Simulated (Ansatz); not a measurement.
Computed with Ansatz on PBE0-D4/def2-TZVP structures; ΔE is electronic, products minus reactants. CBS: MP2 limit from def2 TZ/QZ plus the TZ coupled-cluster correction, frozen cores. DFT in def2-TZVPP. B3LYP here is the variant with VWN-RPA as its local correlation; programs differ in this. Each species was taken in one conformer, which may not be the lowest.

`O[SiH2]SS` + `CB(Cl)CN` → `SS[SiH2]Cl` + `CB(O)CN`  (redistribution)

Problem. Is it downhill or uphill in electronic energy at CCSD(T)/CBS, and by how much? (An estimate is asked.)

Solution. The calculation gave: Downhill: ΔE = -33.6 kJ/mol.

Problem. What do these levels give: r2SCAN-D4, PBE0-D4, B3LYP-D4, ωB97X-V, ωB97M-V, B2PLYP, r2SCAN, PBE0, CCSD/def2-TZVPP, CCSD(T)/def2-TZVPP, MP2/def2-QZVPP, HF/CBS(def2)? (Estimate.)

Solution. The calculation gave: r2SCAN-D4 -32.4, PBE0-D4 -35.5, B3LYP-D4 -35.1, ωB97X-V -34.5, ωB97M-V -35.2, B2PLYP -33.7, r2SCAN -32.4, PBE0 -35.6, CCSD/def2-TZVPP -33.8, CCSD(T)/def2-TZVPP -33.1, MP2/def2-QZVPP -31.2, HF/CBS(def2) -34.2 kJ/mol.

Largest T1 diagnostic among the species: 0.012.
